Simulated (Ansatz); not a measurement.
Species: O2Si, SMILES `O=[Si]=O` with one electron removed (charge 1, multiplicity 2).

Task: Give a relaxed geometry from B3LYP-D3(BJ)/def2-TZVP (Ansatz, a program for electronic structure).

Result: the end point of this relaxation (outside a Z-matrix the atoms follow the SMILES, hydrogens last).
Bonded distances (Å): O1–Si2 1.546, Si2–O3 1.546. Bond angles (°): O1–Si2–O3 180.0.
